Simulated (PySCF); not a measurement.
BiF3, charge +1, multiplicity 2. Atoms are numbered in the order given.

```xyz
4

Bi     0.0000     0.0000     0.2044
F      1.5926    -0.9195    -0.6284
F     -1.5926    -0.9195    -0.6284
F      0.0000     1.8390    -0.6284
```
Charge +1, spin multiplicity 2.

Coordinates come from a r2SCAN-D4/def2-SVP optimisation. The multiplicity is an assumed one; other spin states were not compared. The isomer is the one that the SMILES or the coordinates give; other isomers of the formula were not compared. The def2 effective core potentials stand for the cores of Bi; spin–orbit coupling is left out.

Calculation: TDA-PBE/def2-SVPD (PySCF 2.14.0).

Vertical excitations; the highest root listed may be one member of a degenerate set. 

Computed lowest excited states:
| state | energy (eV) | λ (nm) | f | main pairs |
|---|---|---|---|---|
| root 1 | 0.90 | 1376 | 0.000 | β HOMO→LUMO 100 % |
| root 2 | 1.03 | 1207 | 0.000 | β HOMO−1→LUMO, β HOMO−3→LUMO (degenerate set) |
| root 3 | 1.03 | 1207 | 0.000 | β HOMO−2→LUMO, β HOMO−4→LUMO (degenerate set) |
| root 4 | 1.35 | 921 | 0.005 | β HOMO−3→LUMO, β HOMO−1→LUMO (degenerate set) |
| root 5 | 1.35 | 921 | 0.005 | β HOMO−4→LUMO, β HOMO−2→LUMO (degenerate set) |
| root 6 | 1.86 | 667 | 0.005 | β HOMO−5→LUMO 99 % |
| root 7 | 3.45 | 359 | 0.053 | β HOMO−6→LUMO (degenerate set) |
| root 8 | 3.45 | 359 | 0.053 | β HOMO−7→LUMO (degenerate set) |
| root 9 | 6.35 | 195 | 0.020 | α HOMO→LUMO 91 % |
| root 10 | 6.44 | 192 | 0.000 | α HOMO−1→LUMO 56 %, β HOMO→LUMO+1 42 % |
Unrestricted roots are not spin-pure.
